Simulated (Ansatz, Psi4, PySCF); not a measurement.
carbon atom (C), triplet. Base run: R2SCAN/def2-SVPD in PySCF.

PySCF was given this input:
```python
from pyscf import gto, scf, dft

mol = gto.Mole()
mol.atom = '''
    C     0.00000000    0.00000000    0.00000000
'''
mol.basis = 'def2-svpd'
mol.spin = 2
mol.verbose = 3
mol.build()

mf = dft.UKS(mol)
mf.xc = 'r2scan'
mf.kernel()
```

The same geometry, method and basis name were run in Ansatz (a first-principles code) and Psi4 and PySCF, at each program's defaults and at the settings that a row names. The base is PySCF at its defaults. Differences at the defaults can come from grids, fitting, cores and function types together.

| code and settings | ΔE vs base (mEh) | basis functions | E (Eh) | SCF cycles |
|---|---|---|---|---|
| PySCF, defaults (exact integrals, its default grid, spherical functions) | 0.000 | 20 | -37.78826 | 23 |
| Psi4, defaults (density fitting with its default set, its default grid, spherical functions) | -0.008 | 20 | -37.78827 | 7 |
| Ansatz, defaults (factorised integrals, its default grid, spherical functions) | -0.017 | 20 | -37.78828 | - |
| PySCF, density fitting with def2-universal-jkfit | -0.005 | 20 | -37.78827 | 36 |
| PySCF, fine grid | -0.009 | 20 | -37.78827 | 7 |
| Psi4, exact integrals, spherical functions, fine grid | -0.006 | 20 | -37.78827 | 9 |
| Ansatz, high accuracy | -0.017 | 20 | -37.78828 | - |

Open shells are given as the SCF converged; they aren't shown to be the lowest states, and a large step between rows can be another state.
